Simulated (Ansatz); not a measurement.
Ag₇Se⁺. Total charge 1; singlet. Geometry PBE0-D4/def2-SVP, basis def2-TZVP, Ansatz.

Cartesian coordinates in Å:
```
Ag -0.122 0.052 1.588
Ag 1.627 -0.129 -0.655
Ag 0.614 2.914 -0.266
Ag -0.428 -2.098 0.038
Ag -2.779 -0.857 1.029
Ag 2.030 -1.832 1.428
Ag -1.424 0.490 -0.907
Se 0.483 1.460 -2.255
```

| run | HOMO (eV) | LUMO (eV) |
| --- | --- | --- |
| A | -8.99 | -7.67 |
| B | -9.43 | -6.86 |
| C | -11.15 | -4.88 |
| D | -9.38 | -8.04 |
| E | -8.97 | -7.50 |

In the def2 sets Ag takes a core potential; there is no spin–orbit coupling. LC-ωPBE has ω = 0.4 bohr⁻¹. No other spin state of charge 1 was run. The structure comes from a short search, and lower isomers may exist.

**Question.** The runs used LC-ωPBE, LDA (SPW92), PBE, PBE0, r2SCAN. Estimate which is which.

**Answer.** A PBE (0 % exact exchange); B PBE0 (25 % exact exchange); C LC-ωPBE (range-separated); D LDA (SPW92) (0 % exact exchange); E r2SCAN (0 % exact exchange). Exact exchange lowers occupied and raises empty levels; among semilocal functionals meta-GGAs tend to open the gap a little, and such runs are hard to tell apart. The gap grows from 1.33 eV (PBE) to 6.28 eV (LC-ωPBE).
